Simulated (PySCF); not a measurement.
C3H9ClSi2, SMILES C(/[SiH2]Cl)=C\[SiH2]C, GFN2-xTB optimised geometry. Atoms within 1.6 Å of the plane z = 1.0 Å (x, y, z in Å): C3 (0.27, -2.10, 2.56), C4 (-0.49, -1.68, 1.55), Si5 (0.14, -0.81, 0.00), C6 (-0.52, 0.98, 0.00), H9 (1.34, -1.95, 2.48), H10 (-1.56, -1.83, 1.63), H12 (1.61, -0.81, 0.00), H13 (-0.17, 1.53, 0.87), H14 (-1.61, 1.00, 0.01).

Calculation: PBE0/def2-TZVP (PySCF).

Map of the electron localisation function on the plane z = 1.0 Å:

```
|                             |
|                             |
|                             |
|                             |
|           .:==-.            |
|          .-#%%%+:           |
|          :*@@@@%+.          |
|         .-#@@@@@#:          |
|     .::..=%@@@@@#:          |
|     :==-:=%@@@@@*.          |
|    .=**+--*@@@@#-           |
|     -**+--=*%%*-.           |
|     .-==::-=+=-.            |
|       ....:---:.   .::.     |
|           .::::...-*#*=.    |
|           .:-::..-*%@%*:    |
|          .-+*+=::=#@@%#:    |
|       ..:-*%@%*-:=#%%%+:    |
|     .=++=+#@@@%=::=**+-.    |
|    .+%%%#*#%@@%+....:.      |
|    -#@@@%#*#%%#=.           |
|    -#@@@%#**##*-            |
|    :*%@@%*++**+:            |
|     -*##+===++=:            |
|      :--:::-=+=:.           |
|         ...-===:.           |
|           .:---:            |
|            ..:..            |
|                             |
```
Scale: ten equal steps from 0.000 (start of ' ') to 0.999 (end of '@'), in the order ' .:-=+*#%@'; x runs from -4.00 to 4.00, y from -4.00 (bottom) to 4.00 (top).
